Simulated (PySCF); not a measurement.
How methods differ on the ionisation energy of Au²⁺

Au²⁺ [Xe] 4f14 5d9 (2D) → Au³⁺ [Xe] 4f14 5d8 (3F), as a difference of total energies. All numbers are calculated (PySCF 2.14, scalar relativity through the core potential, in aug-cc-pVTZ-PP with ECP60MDF). Correlated levels: valence: 5s2 5p6 frozen. The calculations carry no spin-orbit coupling.

Problem. Order these methods by the ionisation energy they give, lowest first.
A. TPSSh
B. LDA
C. B97-3
D. BP86

Solution. A (32.443 eV), C (32.693 eV), D (32.948 eV), B (33.294 eV).

The reference lies between the lowest fine-structure levels, while these numbers refer to the centres of the terms.

Errors of the correlated levels include the incompleteness of this basis and the frozen core.

For comparison: 30 ± 1.6 eV (theoretical estimate listed by NIST; NIST Atomic Spectra Database, ionization energies).
